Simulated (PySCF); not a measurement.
# Highest orbital energy against ionisation energy along group 14

Calculated with PySCF 2.14, no spin-orbit coupling. Each cell gives −ε(HOMO) / ΔSCF in eV; NIST values include spin-orbit coupling, (s) semi-empirical, (t) theoretical.

```json
{"species": "C⁺ (aug-cc-pVTZ with one added diffuse shell each of s, p, d, f type, non-relativistic)", "UHF": "24.858 / 24.151", "LDA": "17.796 / 24.752", "PBE": "17.945 / 24.833", "PBE0": "19.784 / 24.816", "r2SCAN": "18.629 / 24.985", "NIST (lowest levels)": "24.383"}
{"species": "Si⁺ (aug-cc-pV(T+d)Z with one added diffuse shell each of s, p, d, f type, non-relativistic)", "UHF": "16.204 / 15.829", "LDA": "12.074 / 16.355", "PBE": "12.194 / 16.396", "PBE0": "13.334 / 16.421", "r2SCAN": "12.558 / 16.516", "NIST (lowest levels)": "16.346"}
{"species": "Ge⁺ (aug-cc-pVTZ-PP with one added diffuse shell each of s, d, f type with ECP10MDF, ECP)", "UHF": "15.569 / 15.250", "LDA": "11.641 / 15.815", "PBE": "11.640 / 15.692", "PBE0": "12.770 / 15.744", "r2SCAN": "12.045 / 15.931", "NIST (lowest levels)": "15.935"}
{"species": "Sn⁺ (aug-cc-pVTZ-PP with one added diffuse shell each of d, f type with ECP28MDF, ECP)", "UHF": "14.032 / 13.747", "LDA": "10.680 / 14.399", "PBE": "10.616 / 14.218", "PBE0": "11.621 / 14.257", "r2SCAN": "10.947 / 14.378", "NIST (lowest levels)": "14.633"}
{"species": "Pb⁺ (aug-cc-pVTZ-PP with one added diffuse shell each of d, f type with ECP60MDF, ECP)", "UHF": "13.458 / 13.200", "LDA": "10.312 / 13.915", "PBE": "10.205 / 13.704", "PBE0": "11.170 / 13.732", "r2SCAN": "10.508 / 13.802", "NIST (lowest levels)": "15.032"}
```

Question: How far is −ε(HOMO) from ΔSCF on average for each method, and why?

Answer: UHF 0.39 eV; LDA -4.55 eV; PBE -4.45 eV; PBE0 -3.26 eV; r2SCAN -4.19 eV. Hartree-Fock orbital energies lack relaxation and so exceed the ΔSCF value; semilocal functionals have convex E(N) from self-interaction, so their HOMO lies far too high; exact exchange moves hybrids part of the way back.
